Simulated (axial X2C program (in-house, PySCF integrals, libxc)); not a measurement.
Outer orbitals of CoTe⁺ at 2.393 Å, TPSSh

All values were computed with an axial X2C code built on PySCF integrals. Spin-free means the one-electron spin-free X2C Hamiltonian; two-component (2c) means X2C with spin–orbit coupling and atomic mean-field two-electron Coulomb and Gaunt terms, so the difference of the two also holds small scalar two-electron terms. Basis: Te dyall-cv3z [11s12p8d4f1g], Co dyall-cv3z [9s10p6d3f2g] (cores contracted in-house); Gaussian nuclei, density fitting, unrestricted open shells. Masses: Te 129.906 u, Co 58.933 u.

The distance is close to the 2c PBE0 minimum; the highest filled and lowest empty levels are listed.

Spin-free orbitals, state M_S = 2, Λ = 2 (beyond evenly filled blocks: σα, π+α, π-α, δ+α, δ+β, δ-α) (Löwdin shares):

| symmetry | occupied | ε (eV) | atomic character |
| --- | --- | --- | --- |
| σα | yes | -22.28 | 79% Te s, 9% Co p, 6% Co d |
| σβ | yes | -20.95 | 78% Te s, 10% Co p, 6% Co s |
| σα | yes | -15.07 | 84% Co d, 12% Te p, 3% Te s |
| π+α | yes | -14.28 | 87% Co d, 12% Te p |
| π-α | yes | -14.28 | 87% Co d, 12% Te p |
| δ-α | yes | -14.14 | 100% Co d |
| δ+α | yes | -14.14 | 100% Co d |
| σβ | yes | -13.09 | 67% Te p, 15% Co s, 10% Co d |
| σα | yes | -12.99 | 56% Te p, 27% Co s, 12% Co d |
| π+β | yes | -12.45 | 82% Co d, 16% Te p |
| π-β | yes | -12.36 | 80% Co d, 18% Te p |
| π+α | yes | -12.28 | 80% Te p, 15% Co d, 5% Co p |
| π-α | yes | -12.28 | 80% Te p, 15% Co d, 5% Co p |
| δ+β | yes | -11.59 | 100% Co d |
| π+β | no | -9.83 | 73% Te p, 20% Co d, 7% Co p |
| π-β | no | -9.81 | 72% Te p, 22% Co d, 6% Co p |
| δ-β | no | -9.34 | 100% Co d |
| σβ | no | -9.04 | 73% Co d, 22% Co s, 3% Te p |

Spinors with spin–orbit coupling (state Ω = 4):

| ω | occupied | ε (eV) | atomic character | λ mixture |
| --- | --- | --- | --- | --- |
| 1/2 | yes | -22.26 | 79% Te s, 9% Co p, 6% Co d | 100% σ |
| -1/2 | yes | -20.95 | 78% Te s, 10% Co p, 6% Co s | 100% σ |
| 1/2 | yes | -15.08 | 83% Co d, 13% Te p, 3% Te s | 100% σ |
| -1/2 | yes | -14.36 | 83% Co d, 16% Te p | 99% π, 1% σ |
| 3/2 | yes | -14.22 | 89% Co d, 10% Te p | 100% π |
| -3/2 | yes | -14.21 | 100% Co d | 100% δ |
| 5/2 | yes | -14.08 | 100% Co d | 100% δ |
| -1/2 | yes | -13.22 | 67% Te p, 14% Co d, 12% Co s | 84% σ, 16% π |
| 1/2 | yes | -13.05 | 56% Te p, 24% Co s, 15% Co d | 93% σ, 7% π |
| 1/2 | yes | -12.44 | 75% Co d, 20% Te p, 2% Co s | 94% π, 6% σ |
| -1/2 | yes | -12.37 | 76% Te p, 15% Co d, 4% Co p | 84% π, 16% σ |
| -3/2 | yes | -12.35 | 84% Co d, 14% Te p | 100% π |
| 3/2 | yes | -12.02 | 81% Te p, 13% Co d, 5% Co p | 100% π |
| 3/2 | yes | -11.66 | 100% Co d | 100% δ, 0% π |
| 1/2 | no | -10.02 | 68% Te p, 24% Co d, 6% Co p | 98% π, 2% σ |
| -3/2 | no | -9.60 | 75% Te p, 18% Co d, 8% Co p | 100% π |
| -5/2 | no | -9.30 | 100% Co d | 100% δ |
| -1/2 | no | -9.05 | 73% Co d, 22% Co s, 3% Te p | 100% σ |

(1) How does the gap between the highest filled and lowest empty level change from the spin-free to the 2c table?

Mulliken charges and populations of the two-component result (they depend on the basis, above all on diffuse functions):

Te 0.31 e (s 9.97 p 21.65 d 20.05 f 0.02), Co 0.69 e (s 6.50 p 12.13 d 7.68). ⟨Lz⟩ = 2.01 ħ and ⟨Sz⟩ = 1.99 ħ (0.78 and 1.21 on the two atoms), which add up to Ω.

Occupations by symmetry block were frozen at the best pattern of an incomplete PBE0 search. Density functionals use the spin component along the axis (collinear). Other states lie close and PBE0, whose exact exchange favours high spin, may order them wrongly; the determinant shown need not be the ground state. The nearest other spin-free determinant of the search, M_S = 2, Λ = 3, lies 0.48 eV up at the distance of the search. The functionals have no current-density term, which raises determinants with orbital currents, atoms included. With several unpaired electrons one determinant need not be a pure state. Open-shell Ω = 0 determinants with evenly filled partner blocks cannot be reached by this program, so the Ω shown need not be the lowest component.

Answers

(1) From 1.76 to 1.64 eV at TPSSh, a change of -0.12 eV.
